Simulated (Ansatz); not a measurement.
A run on C₁₂H₁₂O₂Zr, SMILES `[OH][Zr]([OH])([c]1ccccc1)[c]1ccccc1` with other settings.

```yaml
crystal:
  periodic: [false, false, false]
  atoms:
    - {symbol: O, position_ang: [-0.708499, -2.362083, 2.047387]}
    - {symbol: Zr, position_ang: [-0.689999, -1.603901, 0.282371]}
    - {symbol: O, position_ang: [-1.433594, -2.615774, -1.171976]}
    - {symbol: C, position_ang: [-1.770417, 0.338590, 0.340681]}
    - {symbol: C, position_ang: [-2.708440, 0.751001, -0.614093]}
    - {symbol: C, position_ang: [-3.288539, 2.010631, -0.566382]}
    - {symbol: C, position_ang: [-2.940355, 2.894896, 0.444906]}
    - {symbol: C, position_ang: [-2.013726, 2.515974, 1.405341]}
    - {symbol: C, position_ang: [-1.441289, 1.253052, 1.349557]}
    - {symbol: C, position_ang: [1.428841, -1.133838, -0.200597]}
    - {symbol: C, position_ang: [1.721256, -0.606938, -1.465207]}
    - {symbol: C, position_ang: [3.005783, -0.213524, -1.813061]}
    - {symbol: C, position_ang: [4.037809, -0.343014, -0.895046]}
    - {symbol: C, position_ang: [3.780328, -0.863302, 0.365444]}
    - {symbol: C, position_ang: [2.491799, -1.251503, 0.703713]}
    - {symbol: H, position_ang: [-0.930304, -2.911413, 2.793574]}
    - {symbol: H, position_ang: [-1.762429, -3.348242, -1.685025]}
    - {symbol: H, position_ang: [-2.996334, 0.075879, -1.415774]}
    - {symbol: H, position_ang: [-4.012826, 2.305905, -1.318277]}
    - {symbol: H, position_ang: [-3.391764, 3.880197, 0.484556]}
    - {symbol: H, position_ang: [-1.739394, 3.205160, 2.196894]}
    - {symbol: H, position_ang: [-0.718510, 0.983089, 2.117417]}
    - {symbol: H, position_ang: [0.932033, -0.494938, -2.206463]}
    - {symbol: H, position_ang: [3.203970, 0.193021, -2.799071]}
    - {symbol: H, position_ang: [5.043808, -0.038395, -1.162141]}
    - {symbol: H, position_ang: [4.586530, -0.964815, 1.084364]}
    - {symbol: H, position_ang: [2.314262, -1.655714, 1.696918]}
basis:
  gaussian: {orbitals: ANO-RCC-VTZP}
hamiltonian: {xc: {name: LC-wPBE}}
output: {forces: true}
```

```sh
$ ansatz run in.yaml --threads 10 --pin off --events-out ev --progress --plain --max-ram 110592MiB --backend cuda --devices 0, --max-vram 75GiB
```

Output, abridged:

```
Functional definition: LC-wPBE
4177 factors; their error is unknown
1518 factors; integrals over basis functions are off by at most 2.4e-5 eV
mean field evaluation 1: about -114627.7972 eV, gradient 9.8e1 eV
mean field evaluation 2: about -114622.5077 eV, gradient 1.2e2 eV
mean field evaluation 4: about -114645.8657 eV, gradient 4.6e0 eV
mean field evaluation 8: about -114645.9223 eV, gradient 5.0e-1 eV
mean field evaluation 16: about -114645.7923 eV, gradient 1.4e-3 eV
mean field -114645.79233901 eV, -4213.1551587497 hartree, gradient 4.3e-5 eV, S^2 0.000000; 0 other end points of the search recorded, 0 dependent functions left out
reference -114645.79233904 eV, -4213.1551587507 hartree; 70, 70 occupied and 586, 586 virtual orbitals, 4177 factors
Total energy: -114645.79233904 eV, -4213.1551587507 hartree
Relativity: scalar
Atom 0 at    -0.708499    -2.362083     2.047387 Å, force    -0.056572    -0.037326    -0.102466 eV/Å
Atom 1 at    -0.689999    -1.603901     0.282371 Å, force    -0.019259    -0.042138     0.006030 eV/Å
Atom 2 at    -1.433594    -2.615774    -1.171976 Å, force     0.026002    -0.037574     0.119415 eV/Å
Atom 3 at    -1.770417     0.338590     0.340681 Å, force    -0.121015     0.216762     0.020204 eV/Å
Atom 4 at    -2.708440     0.751001    -0.614093 Å, force     0.056060     0.130959     0.162232 eV/Å
Atom 5 at    -3.288539     2.010631    -0.566382 Å, force     0.124905    -0.038134     0.141547 eV/Å
Atom 6 at    -2.940355     2.894896     0.444906 Å, force     0.086739    -0.183461    -0.003267 eV/Å
Atom 7 at    -2.013726     2.515974     1.405341 Å, force    -0.068234    -0.110363    -0.149016 eV/Å
Atom 8 at    -1.441289     1.253052     1.349557 Å, force    -0.143101     0.052075    -0.156154 eV/Å
Atom 9 at     1.428841    -1.133838    -0.200597 Å, force     0.235138     0.048318    -0.067264 eV/Å
Atom 10 at     1.721256    -0.606938    -1.465207 Å, force     0.155656    -0.021020     0.150809 eV/Å
Atom 11 at     3.005783    -0.213524    -1.813061 Å, force    -0.012425    -0.076018     0.181762 eV/Å
Atom 12 at     4.037809    -0.343014    -0.895046 Å, force    -0.189199    -0.055965     0.045162 eV/Å
Atom 13 at     3.780328    -0.863302     0.365444 Å, force    -0.131380     0.021892    -0.138156 eV/Å
Atom 14 at     2.491799    -1.251503     0.703713 Å, force     0.033654     0.076464    -0.198325 eV/Å
Atom 15 at    -0.930304    -2.911413     2.793574 Å, force     0.028051     0.047070    -0.037387 eV/Å
Atom 16 at    -1.762429    -3.348242    -1.685025 Å, force     0.018453     0.063132     0.015595 eV/Å
Atom 17 at    -2.996334     0.075879    -1.415774 Å, force     0.010256     0.040223     0.035570 eV/Å
Atom 18 at    -4.012826     2.305905    -1.318277 Å, force     0.039604    -0.017436     0.041363 eV/Å
Atom 19 at    -3.391764     3.880197     0.484556 Å, force     0.023156    -0.048199    -0.002928 eV/Å
Atom 20 at    -1.739394     3.205160     2.196894 Å, force    -0.014249    -0.037818    -0.042779 eV/Å
Atom 21 at    -0.718510     0.983089     2.117417 Å, force    -0.038202     0.020558    -0.034753 eV/Å
Atom 22 at     0.932033    -0.494938    -2.206463 Å, force     0.045277    -0.003709     0.031354 eV/Å
Atom 23 at     3.203970     0.193021    -2.799071 Å, force    -0.011538    -0.021797     0.053129 eV/Å
Atom 24 at     5.043808    -0.038395    -1.162141 Å, force    -0.049962    -0.013822     0.013892 eV/Å
Atom 25 at     4.586530    -0.964815     1.084364 Å, force    -0.044919     0.004610    -0.038946 eV/Å
Atom 26 at     2.314262    -1.655714     1.696918 Å, force     0.017103     0.022714    -0.046624 eV/Å
Dipole moment:    -0.175612    -0.409019     0.074862 e Å
```

Run time 18 s (10 threads of an AMD EPYC 7R13 on a shared host and a whole NVIDIA H100 80 GB); peak host memory 3.3 GiB.
